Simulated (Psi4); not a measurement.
Psi4 input (wB97X-D/6-31G*):

```
memory 1500 MB

molecule {
-1 1
O     0.21224000   -1.02872200    1.53997000
Si    0.07560100   -0.44014200    0.11729900
O     1.46327500   -0.56521700   -0.85048300
O    -1.07005700   -1.00950800   -0.97646800
S    -0.43385100    1.71278900    0.22246600
H     2.22267000   -0.64328500   -0.26555800
H    -0.67226300   -1.68364700   -1.53515400
H    -0.51086200    1.91187000   -1.10508500
symmetry c1
no_reorient
no_com
}

set {
  basis 6-31G*
  reference rks
  scf_type pk
  dft_radial_points 99
  dft_spherical_points 590
  e_convergence 1e-8
  d_convergence 1e-7
  maxiter 150
}

e = energy('wb97x-d')
print_out(f'\nFINAL {e:.10f} DIPOLE {variable("CURRENT DIPOLE")[0]:.6f} {variable("CURRENT DIPOLE")[1]:.6f} {variable("CURRENT DIPOLE")[2]:.6f}\n')
```

Output:

```
   => Loading Basis Set <=

    Name: 6-31G*
    Role: ORBITAL
    Keyword: BASIS
    atoms 1, 3-4 entry O          line   145 file 6-31gs.gbs
    atoms 2      entry SI         line   268 file 6-31gs.gbs
    atoms 5      entry S          line   316 file 6-31gs.gbs
    atoms 6-8    entry H          line    44 file 6-31gs.gbs

   => WB97X-D: Empirical Dispersion <=

    Chai and Head-Gordon Dispersion Correction
    Chai, J.-D.; Head-Gordon, M. (2010), J. Chem. Phys., 132: 6615-6620

        s6 =       1.000000

         ---------------------------------------------------------
                                   SCF
               by Justin Turney, Rob Parrish, Andy Simmonett
                          and Daniel G. A. Smith
                              RKS Reference
         ---------------------------------------------------------

  ==> Geometry <==

    Molecular point group: c1
    Full point group: C1

    Geometry (in Angstrom), charge = -1, multiplicity = 1:

       Center              X                  Y                   Z               Mass
    ------------   -----------------  -----------------  -----------------  -----------------
         O            0.212240000000    -1.028722000000     1.539970000000    15.994914619570
         SI           0.075601000000    -0.440142000000     0.117299000000    27.976926534650
         O            1.463275000000    -0.565217000000    -0.850483000000    15.994914619570
         O           -1.070057000000    -1.009508000000    -0.976468000000    15.994914619570
         S           -0.433851000000     1.712789000000     0.222466000000    31.972071174400
         H            2.222670000000    -0.643285000000    -0.265558000000     1.007825032230
         H           -0.672263000000    -1.683647000000    -1.535154000000     1.007825032230
         H           -0.510862000000     1.911870000000    -1.105085000000     1.007825032230

  Running in c1 symmetry.

  Rotational constants: A =      0.13262  B =      0.08027  C =      0.07559 [cm^-1]
  Rotational constants: A =   3975.71391  B =   2406.54828  C =   2266.15993 [MHz]
  Nuclear repulsion =  304.249198665957294

  Charge       = -1
  Multiplicity = 1
  Electrons    = 58
  Nalpha       = 29
  Nbeta        = 29

  ==> Algorithm <==

  SCF Algorithm Type is PK.
  DIIS enabled.
  MOM disabled.
  Fractional occupation disabled.
  Guess Type is SAD.
  Energy threshold   = 1.00e-08
  Density threshold  = 1.00e-07
  Integral threshold = 1.00e-12

  ==> Primary Basis <==

  Basis Set: 6-31G*
    Blend: 6-31G*
    Number of shells: 40
    Number of basis functions: 89
    Number of Cartesian functions: 89
    Spherical Harmonics?: false
    Max angular momentum: 2

  ==> DFT Potential <==

   => LibXC <=

    Version 7.1.2
    S. Lehtola, C. Steigemann, M. J. T. Oliveira, and M. A. L. Marques,  SoftwareX 7, 1–5 (2018) (10.1016/j.softx.2017.11.002)

   => Composite Functional: WB97X-D <=

    wB97X-D Hyb-GGA Exchange-Correlation Functional

    J.-D. Chai and M. Head-Gordon,  Phys. Chem. Chem. Phys. 10, 6615–6620 (2008) (10.1039/B810189B)

    Deriv               =              1
    GGA                 =           TRUE
    Meta                =          FALSE

    Exchange Hybrid     =           TRUE
    MP2 Hybrid          =          FALSE

   => Exchange-Correlation Functionals <=

    1.0000   wB97X-D range-separated functional

   => Exact (HF) Exchange <=

    0.7780            HF,LR [omega = 0.2000]
    0.2220               HF

   => LibXC Density Thresholds  <==

    XC_HYB_GGA_XC_WB97X_D:  1.00E-14

   => Molecular Quadrature <=

    Radial Scheme          =       TREUTLER
    Pruning Scheme         =           NONE
    Nuclear Scheme         =       TREUTLER

    Blocking Scheme        =         OCTREE
    BS radius alpha        =              1
    Pruning alpha          =              1
    Radial Points          =             99
    Spherical Points       =            590
    Total Points           =         443130
    Total Blocks           =           3187
    Max Points             =            256
    Max Functions          =             86
    Weights Tolerance      =       1.00E-15

  ==> Integral Setup <==

  Using in-core PK algorithm.
   Calculation information:
      Number of atoms:                   8
      Number of AO shells:              40
      Number of primitives:            111
      Number of atomic orbitals:        89
      Number of basis functions:        89

      Integral cutoff                 1.00e-12
      Number of threads:                 1

  Performing in-core PK
  Using 24066045 doubles for integral storage.
  We computed 296896 shell quartets total.
  Whereas there are 336610 unique shell quartets.

  Computing range-separated integrals for PK
  We computed 296896 wK shell quartets total.
  Whereas there are 336610 wK unique shell quartets.

  ==> DiskJK: Disk-Based J/K Matrices <==

    J tasked:                  Yes
    K tasked:                  Yes
    wK tasked:                 Yes
    Omega:               2.000E-01
    Schwarz Cutoff:          1E-12


  Cached 50.0% of DFT collocation blocks in 0.448 [GiB].

  Minimum eigenvalue in the overlap matrix is 8.4273917598E-03.
  Reciprocal condition number of the overlap matrix is 1.3849789507E-03.
    Using symmetric orthogonalization.

  ==> Pre-Iterations <==

  SCF Guess: Superposition of Atomic Densities via on-the-fly atomic UHF (no occupation information).

   -------------------------
    Irrep   Nso     Nmo
   -------------------------
     A         89      89
   -------------------------
    Total      89      89
   -------------------------

  ==> Iterations <==

                        Total Energy        Delta E     RMS |[F,P]|

   @RKS iter SAD:  -914.19104523326325   -9.14191e+02   0.00000e+00
   @RKS iter   1:  -914.77242267871327   -5.81377e-01   1.21233e-02 DIIS/ADIIS
   @RKS iter   2:  -914.59100447728895    1.81418e-01   1.47009e-02 DIIS/ADIIS
   @RKS iter   3:  -915.22612030744961   -6.35116e-01   2.04500e-03 DIIS/ADIIS
   @RKS iter   4:  -915.23821884337201   -1.20985e-02   6.26937e-04 DIIS/ADIIS
   @RKS iter   5:  -915.23931402542144   -1.09518e-03   1.40743e-04 DIIS/ADIIS
   @RKS iter   6:  -915.23939212908397   -7.81037e-05   2.53868e-05 DIIS
   @RKS iter   7:  -915.23939575816564   -3.62908e-06   4.39978e-06 DIIS
   @RKS iter   8:  -915.23939588439407   -1.26228e-07   2.04241e-06 DIIS
   @RKS iter   9:  -915.23939590338387   -1.89898e-08   9.05724e-07 DIIS
   @RKS iter  10:  -915.23939590677242   -3.38855e-09   2.04466e-07 DIIS
   @RKS iter  11:  -915.23939590711416   -3.41743e-10   5.27214e-08 DIIS
  Energy and wave function converged.

  ==> Post-Iterations <==

   Electrons on quadrature grid:
      Ntotal   =   58.0000009811 ; deviation = 9.811e-07

    Orbital Energies [Eh]
    ---------------------

    Doubly Occupied:

       1A    -88.840316     2A    -66.119573     3A    -19.087609
       4A    -19.086655     5A    -18.981337     6A     -7.864234
       7A     -5.814156     8A     -5.809223     9A     -5.805263
      10A     -5.223953    11A     -3.570278    12A     -3.569935
      13A     -3.566809    14A     -0.928237    15A     -0.902735
      16A     -0.769206    17A     -0.633235    18A     -0.445126
      19A     -0.409038    20A     -0.326597    21A     -0.297608
      22A     -0.280072    23A     -0.250329    24A     -0.232238
      25A     -0.214624    26A     -0.178948    27A     -0.158239
      28A     -0.131539    29A     -0.128812

    Virtual:

      30A      0.288933    31A      0.294368    32A      0.341520
      33A      0.361526    34A      0.387790    35A      0.425970
      36A      0.441097    37A      0.507178    38A      0.585534
      39A      0.596885    40A      0.615336    41A      0.633899
      42A      0.659968    43A      0.675892    44A      0.766491
      45A      0.846680    46A      0.881463    47A      0.967062
      48A      1.021540    49A      1.040884    50A      1.064698
      51A      1.080038    52A      1.116083    53A      1.130435
      54A      1.175741    55A      1.208297    56A      1.220774
      57A      1.271044    58A      1.275462    59A      1.288106
      60A      1.362026    61A      1.381340    62A      1.415744
      63A      1.439400    64A      1.456539    65A      1.505184
      66A      1.513032    67A      1.603169    68A      1.643890
      69A      1.750820    70A      2.007814    71A      2.015832
      72A      2.054049    73A      2.094320    74A      2.144909
      75A      2.186034    76A      2.220506    77A      2.287473
      78A      2.453351    79A      2.501965    80A      2.651554
      81A      2.690534    82A      2.810600    83A      2.918571
      84A      3.090224    85A      3.288739    86A      3.916602
      87A      4.054588    88A      4.082872    89A      4.180255

    Final Occupation by Irrep:
              A
    DOCC [    29 ]
    NA   [    29 ]
    NB   [    29 ]

  @RKS Final Energy:  -915.23939590711416

   => Energetics <=

    Nuclear Repulsion Energy =            304.2491986659572945
    One-Electron Energy =               -1883.3920250305397985
    Two-Electron Energy =                 716.9261236975761449
    DFT Exchange-Correlation Energy =     -53.0206113994287023
    Empirical Dispersion Energy =          -0.0020818406790330
    VV10 Nonlocal Energy =                  0.0000000000000000
    Total Energy =                       -915.2393959071141580

Computation Completed

Properties will be evaluated at   0.000000,   0.000000,   0.000000 [a0]

Properties computed using the SCF density matrix

 Multipole Moments:

 ------------------------------------------------------------------------------------
     Multipole            Electronic (a.u.)      Nuclear  (a.u.)        Total (a.u.)
 ------------------------------------------------------------------------------------

 L = 1.  Multiply by 2.5417464519 to convert [e a0] to [Debye]
 Dipole X            :          0.5857310            0.0000132            0.5857442
 Dipole Y            :          0.0259717           -0.0000038            0.0259679
 Dipole Z            :         -1.5284726           -0.0000057           -1.5284782
 Magnitude           :                                                    1.6370755

 ------------------------------------------------------------------------------------

FINAL -915.2393959071 DIPOLE 0.585744 0.025968 -1.528478

*** Psi4 exiting successfully. Buy a developer a beer!
```

The dipole moment of an ion depends on the origin.

The geometry given is a B3LYP-D3(BJ)/def2-TZVP minimum.
